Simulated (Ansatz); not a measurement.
System: sum formula SiPH5, net charge 1, doublet state. SMILES of the parent species: [SiH3]P
Geometry from a B3LYP-D3(BJ)/def2-TZVP (Ansatz, a quantum-chemistry and plane-wave program) optimisation:
```
Si
H 1 1.4686
H 1 1.4686 2 116.77
H 1 1.4748 2 115.83 3 -141.80
P 1 2.3251 2 101.73 4 -108.46
H 5 1.4049 1 119.38 2 52.42
H 5 1.4049 6 106.27 1 -138.66
```
Charge +1, spin multiplicity 2.

Parts of the frozen-core correlation energy in def2-TZVPPD (Ansatz, hartree). Frozen orbitals: 10; correlated occupied orbitals by spin: 7 and 6; virtual: 164 and 165. Open shells are spin-unrestricted. Spin-orbit coupling is left out. No relativistic terms.

| term | value |
|---|---|
| reference (HF) | -632.31366 |
| MP2 opposite-spin | -0.21409 |
| MP2 same-spin | [?] |
| CCSD correlation | [?] |
| (T) | [?] |
| T1 diagnostic | 0.015 |
| largest doubles amplitude | 0.029 |
| <S^2> of the reference | 0.764 |

Problem. Fill in the missing entries.

Solution. 
- MP2 same-spin, value: -0.03769
- CCSD correlation, value: -0.29954
- (T), value: -0.00964
